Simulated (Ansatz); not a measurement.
Ansatz results at the PBE0-D4/def2-TZVP geometry: HOMO–LUMO gap (PBE/def2-TZVPP) 2.46 eV; LUMO energy (B3LYP/def2-TZVPP) -2.21 eV; HOMO energy (PBE/def2-TZVPP) -5.27 eV.

Question: Which molecule gave them?
A. `C=NC[SiH3]`
B. `F[Si]1([SiH3])[CH2][AlH]1`
C. `O=C1CO[SiH2]1`
D. `[CH2]1[GaH][GaH]1`

Answer: B. The others give `[CH2]1[GaH][GaH]1`: 1.95, -2.40, -4.89; `O=C1CO[SiH2]1`: 2.93, -1.93, -5.74; `C=NC[SiH3]`: 4.41, -0.76, -6.01.

B3LYP here is the variant with VWN-RPA as its local correlation; programs differ in this.
